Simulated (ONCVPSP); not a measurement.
# Building the ONCV potential for manganese (Mn) (PBEsol, fully relativistic).

Mn, optimised norm-conserving Vanderbilt (ONCV), made with ONCVPSP 4.0.1 (PBEsol, fully relativistic). Core [Ne] 3s2, reference 3p6 3d5 4s1 (charge +1). Waves: 4s: rc 2.40 bohr, ncon 4, nbas 8, qcut 2.2 1/bohr, 3 projectors, debl 2.8 Ha; 3p: rc 1.00 bohr, ncon 4, nbas 9, qcut 9.8 1/bohr, 3 projectors, debl 1.7 Ha; 3d: rc 1.85 bohr, ncon 4, nbas 9, qcut 7.5 1/bohr, 2 projectors, debl 3.4 Ha; f scattering state at 0.36 Ha: rc 2.10 bohr, ncon 4, nbas 8, qcut 4.7 1/bohr, 2 projectors, debl 0.8 Ha. Local part: polynomial inside 0.95 bohr (lpopt 5, dvloc0 0 Ha). Core correction: none.

Open shells are filled in proportion to 2j + 1.

In the p channel the program set the typed energies aside and used -2.289, 0.250, 1.950 Ha (j = l + 1/2; the other j can differ).

All-electron outer shells of the reference configuration (PBEsol, scalar-relativistic, ld1.x):

| shell | level (eV) | outermost node (bohr) | outermost maximum (bohr) |
| --- | --- | --- | --- |
| 3s | -93.87 | 0.34 | 0.74 |
| 3p | -62.72 | 0.31 | 0.75 |
| 3d | -14.93 | – | 0.76 |
| 4s | -11.88 | 1.05 | 2.38 |

(1) Estimate the cutoffs (Ha) at which the residual kinetic energy of the hardest occupied pseudo-wave falls to 1 and 0.1 mHa per electron.

(2) Does the potential have ghost states?

(3) Tests: 3p6 3d5 4s2; 3p6 3d5 4s0; 3p6 3d4 4s0; 3p6 3d6 4s1. Which has the largest error in its energy relative to the reference configuration, and how large is it?

Results:

(1) 28 Ha and 45 Ha.

(2) No bound ghost flagged; GHOST(+) flagged for s at 26.3 eV, f7/2 at 70.7 eV.

(3) 3p6 3d4 4s0, with +147 meV (all-electron minus pseudo) on +47.99 eV.
